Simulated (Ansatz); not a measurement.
Process, species as SMILES: [GeH3] (GeH3) → Ge atom + 3 H atom
B3LYP-D3(BJ)/def2-TZVP geometries, fixed; electronic energies without zero-point terms.

Basis-set convergence of the atomisation energy at MP2 with Ansatz (an electronic-structure program). Cartesian d functions, on some or all atoms, in 3-21G, 6-31G**; all else is spherical. Cores are frozen (with 3d on Ga to Br). Open shells are unrestricted. No added dispersion term, no relativity. Functions are those of the species that has most. Reference: Hartree-Fock in aug-cc-pV5Z plus the correlation part extrapolated as X^-3 from aug-cc-pVQZ and aug-cc-pV5Z, 199.43 kcal/mol, itself unsure by roughly 0.23 kcal/mol (a third of the extrapolation step and of the last Hartree-Fock step).

| basis | functions | atomisation energy (kcal/mol) |
|---|---|---|
| STO-3G | 21 | 268.19 |
| pcseg-0 | 28 | 158.09 |
| 3-21G | 29 | 168.72 |
| def2-SV(P) | 38 | 168.72 |
| 6-31G** | 50 | ? |
| 6-311G** | 62 | 187.54 |
| aug-cc-pVDZ | 63 | ? |
| aug-pcseg-1 | 63 | ? |
| cc-pVTZ | 85 | 194.53 |
| def2-TZVPP | 90 | 195.21 |
| aug-cc-pVTZ | 128 | 195.62 |
| aug-pcseg-2 | 128 | 194.72 |
| cc-pVQZ | 158 | 197.61 |
| pcseg-3 | 167 | 197.22 |
| aug-cc-pVQZ | 231 | 198.11 |
| aug-pcseg-3 | 240 | 197.40 |
| pcseg-4 | 294 | ? |
| aug-cc-pV5Z | 380 | 198.76 |

Some entries are withheld; supply them.


- 6-31G**, atomisation energy (kcal/mol): 184.15
- aug-cc-pVDZ, atomisation energy (kcal/mol): 187.26
- aug-pcseg-1, atomisation energy (kcal/mol): 186.81
- pcseg-4, atomisation energy (kcal/mol): 198.97
